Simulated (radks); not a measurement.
Problem. The mean radii <r> (bohr) of the occupied orbitals of an atom or ion are listed with their occupations. Calculated with a radial shooting solver on a logarithmic mesh with Libxc functionals: Dirac Kohn-Sham, PBE, spin-unpolarised, spherical densities, point nucleus.

orbital  occ.      <r>
1s1/2       2  0.03263
2s1/2       2   0.1416
2p1/2       2   0.1203
2p3/2       4   0.1252
3s1/2       2   0.3904
3p1/2       2   0.3830
3p3/2       4   0.3937
3d3/2       4   0.3682
3d5/2       6   0.3717
4s1/2       2   0.9729
4p1/2       2    1.045
4p3/2       4    1.074
4d3/2       4    1.362
4d5/2       2    1.375

Name the element and its charge. Open shells, if any, fill j = l - 1/2 first.

Solution. Z = 45, rhodium, charge +3: Rh3+ in [Kr] 4d6. The 1s radius gives Z: for a bare nucleus <r> = (2 gamma + 1)/(2Z) with gamma = sqrt(1 - (Z/c)^2), 0.0321 bohr for Z = 45, and screening makes it slightly larger (0.03263 here). The occupations add up to 42, and the charge is Z minus that.
